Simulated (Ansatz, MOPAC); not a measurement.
The molecule NaO-, multiplicity 3 (lowest of 2S+1 = 1, 3, 5 at CCSD(T)/def2-TZVPP on PBE0 minima; our sources give no spin for the ground state, which may be another).

Seven points along R, fitted to fifth degree in 1/R; most abundant isotopes. In def2 and cc sets the state is the lowest found near the PBE0 minimum, followed along R.

The values were computed with Ansatz (Gaussian basis) for Hartree–Fock, density functionals and correlated methods; MOPAC for AM1 (differences of heats of formation). 

| level | r_e (Å) | ω_e (cm⁻¹) | B_e (cm⁻¹) | α_e (cm⁻¹) |
|---|---|---|---|---|
| AM1 | 2.088 | 627 | 0.410 | 0.0040 |
| SVWN5/def2-TZVPP | 2.111 | 408 | 0.401 | 0.0056 |
| PBE/def2-TZVPP | 2.159 | 383 | 0.383 | 0.0054 |
| r2SCAN/def2-TZVPP | 2.143 | 399 | 0.389 | 0.0053 |
| B97M-V/def2-TZVPP | 2.136 | 396 | 0.392 | 0.0057 |
| B3LYP/def2-TZVPP | 2.144 | 396 | 0.389 | 0.0053 |
| PBE0/def2-TZVPP | 2.135 | 403 | 0.392 | 0.0053 |
| BHLYP/def2-TZVPP | 2.119 | 417 | 0.398 | 0.0053 |
| CAM-B3LYP/def2-TZVPP | 2.125 | 410 | 0.396 | 0.0053 |
| wB97X-V/def2-TZVPP | 2.140 | 406 | 0.390 | 0.0051 |
| wB97M-V/def2-TZVPP | 2.140 | 401 | 0.390 | 0.0053 |
| B2PLYP/def2-TZVPP | 2.136 | 403 | 0.392 | 0.0053 |
| CCSD/def2-TZVPP | 2.129 | 408 | 0.394 | 0.0054 |
| CCSD/def2-QZVPP | 2.125 | 422 | 0.396 | 0.0053 |
| CCSD(T)/def2-TZVPP | 2.131 | 405 | 0.393 | 0.0054 |
| CCSD(T)/def2-QZVPP | 2.129 | 419 | 0.394 | 0.0054 |

Correlated levels freeze the inner cores; with def2 sets outer-core shells near the valence are correlated too. The state that AM1 reach isn't checked.

Ansatz is a first-principles code.
